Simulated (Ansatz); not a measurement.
Relaxation of CH$_{4}$FIn (7 atoms, charge 0, multiplicity 1), to a largest force component of 0.015 eV/Å in at most 40 steps.

Theory: Ansatz 0.2.0, RKS CAM-B3LYP/def2-SVP.

```xyz
7
Properties=species:S:1:pos:R:3
F -1.529 0.310 -0.963
C -0.666 -0.672 -0.468
In 0.843 0.590 0.621
H -0.260 -1.203 -1.337
H -1.283 -1.350 0.130
H 2.527 0.200 0.539
H 0.406 1.886 1.702
```

Where does it end, and by what steps?

The forces met the threshold. The force dipped under the threshold on the way, but the program's further checks kept it going. After 10 steps the energy has fallen by 0.132 eV; H6 moved furthest, 0.52 Å.

| step | energy less start (eV) | largest force component (eV/Å) | accepted |
| --- | --- | --- | --- |
| 0 | 0.0000 | 1.157 | yes |
| 1 | 0.0000 | 0.862 | no |
| 2 | -0.0970 | 0.391 | yes |
| 3 | -0.1015 | 0.271 | yes |
| 4 | -0.1129 | 0.308 | yes |
| 5 | -0.1137 | 0.402 | yes |
| 6 | -0.1295 | 0.168 | yes |
| 7 | -0.1315 | 0.033 | yes |
| 8 | -0.1321 | 0.015 | yes |
| 9 | -0.1322 | 0.017 | yes |
| 10 | -0.1322 | 0.011 | yes |

```xyz
7
Properties=species:S:1:pos:R:3
F -1.843 0.141 -0.598
C -0.661 -0.565 -0.484
In 0.842 0.554 0.642
H -0.285 -0.800 -1.496
H -0.868 -1.533 0.007
H 2.400 -0.156 0.901
H 0.454 2.120 1.252
```

Time of the run: 97 s on 1 thread of Intel(R) Xeon(R) Processor @ 2.50GHz (Skylake/Cascade Lake) (shared host), peak memory 0.17 GiB.
